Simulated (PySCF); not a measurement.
Run record: geometry optimisation, `c1cc(S(=O)(=O)O)ccc1F` (4-fluorobenzenesulfonic acid).

Method: PBE0-D3(BJ)/def2-SVP geometry optimisation, gas phase (PySCF 2.14.0). Start geometry: GFN2-xTB. A driver script takes a list of jobs; this job's settings line and coordinates (Å) are shown.

Input:
```
{"job": {"xc": "PBE0", "basis": "def2-SVP", "d3": "d3bj", "grid": 1, "kind": "geom"}, "charge": 0, "multiplicity": 1}
O      2.676207     0.879691     1.172911
S      2.161968    -0.186078     0.381260
O      2.517929    -1.536888     0.693443
O      2.595908     0.059782    -1.159140
C      0.400655    -0.022480     0.221847
C     -0.361742    -1.151734     0.006063
C     -1.730640    -1.020655    -0.155781
C     -2.282596     0.249738    -0.099575
F     -3.609220     0.383765    -0.261898
C     -1.519158     1.386166     0.119659
C     -0.152547     1.239711     0.284779
H      3.041294    -0.718101    -1.498975
H      0.124191    -2.113665    -0.020045
H     -2.367520    -1.874414    -0.323388
H     -1.996210     2.352217     0.158508
H      0.493883     2.081887     0.468922
```

**Question.** Give the output.

**Answer.** 
```
step   0  E = -954.01992804  max force = 0.031124
step   1  E = -954.02335452  max force = 0.005257
step   2  E = -954.02344258  max force = 0.001680
step   3  E = -954.02346072  max force = 0.001691
step   4  E = -954.02349084  max force = 0.002742
step   5  E = -954.02351847  max force = 0.002460
step   6  E = -954.02353760  max force = 0.001821
step   7  E = -954.02355876  max force = 0.000533
step   8  E = -954.02356783  max force = 0.000556
step   9  E = -954.02358804  max force = 0.001295
step  10  E = -954.02361094  max force = 0.002576
step  11  E = -954.02364319  max force = 0.001576
step  12  E = -954.02365414  max force = 0.000380
optimisation converged
```

Energies in Eh; «max force» is the largest Cartesian gradient component in Eh/bohr.

**Question.** How much energy does the optimisation release, in kJ/mol?

**Answer.** E(step 0) − E(last step) = 0.003726 Eh, which is 9.8 kJ/mol.

**Question.** Give the first gradient maximum in eV/Å.

**Answer.** With 1 Eh/bohr = 51.422 eV/Å, 1.600 eV/Å.

In short: final energy -954.02365 Eh after 12 steps; dipole 3.64 D.

**Question.** Give the final coordinates.

**Answer.** 0.075 Å rms from the input after alignment:
```
atom  x, y, z in Å
O1     2.7560    1.1147    1.5295
S2     2.3102   -0.0589    0.8168
O3     2.6794   -1.4082    1.2073
O4     2.8193    0.1460   -0.7117
C5     0.5514    0.0190    0.6458
C6    -0.1775   -1.1596    0.4891
C7    -1.5583   -1.0895    0.3398
C8    -2.1738    0.1585    0.3554
F9    -3.4904    0.2272    0.2143
C10   -1.4526    1.3372    0.5238
C11   -0.0732    1.2660    0.6721
H12    2.9459   -0.7326   -1.1018
H13    0.3383   -2.1221    0.5032
H14   -2.1687   -1.9865    0.2198
H15   -1.9828    2.2909    0.5430
H16    0.5254    2.1666    0.8221
```

The run took about 9 min of CPU time (one thread, shared machine).
Labels such as C1 count atoms from 1, the log's own numbers from 0.
